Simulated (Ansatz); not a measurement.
Species, as SMILES: [Si]Br (Si-Br), doublet.
Atoms: Si1, Br2. Bonds: Si1-Br2.

How fast the highest harmonic wavenumber converges with the basis for several methods (Ansatz, an electronic-structure program): deviation from each method's own reference, in cm⁻¹. References: B3LYP 401 cm⁻¹, the value in pcseg-3; CCSD(T) 416 cm⁻¹, the value in aug-cc-pV(T+d)Z; HF 413 cm⁻¹, the value in pcseg-3; MP2 428 cm⁻¹, the value in def2-QZVPP; PBE 405 cm⁻¹, the value in pcseg-3. Cartesian d functions, on some or all atoms, in 6-31G*, 6-311G**; all else is spherical. In correlated methods cores are frozen (with 3d on Ga to Br). Open shells are unrestricted. No added dispersion term, no relativity. Each level at its own minimum, unscaled; the references are large sets that could be run, not limits.

| basis | functions | B3LYP | CCSD(T) | HF | MP2 | PBE |
|---|---|---|---|---|---|---|
| def2-SVP | 50 | 9 | 6 | 5 | 2 | 7 |
| 6-31G* | 54 | 1 | 3 | 4 | -2 | 0 |
| aug-cc-pV(D+d)Z | 68 | -7 | -17 | -11 | -22 | -6 |
| 6-311G** | 71 | -7 | -5 | -6 | -10 | -8 |
| pcseg-2 | 77 | 0 | 6 | 1 | 0 | 0 |
| cc-pV(T+d)Z | 82 | 1 | 5 | 1 | -1 | 1 |
| def2-TZVPP | 90 | 0 | 5 | 0 | -1 | 0 |
| aug-cc-pV(T+d)Z | 114 | -1 | 0 | -1 | -6 | -1 |

Mean absolute deviation over 6-311G**, pcseg-2, cc-pV(T+d)Z, def2-TZVPP: HF 2, B3LYP 2, PBE 2, MP2 3, CCSD(T) 5 cm⁻¹.
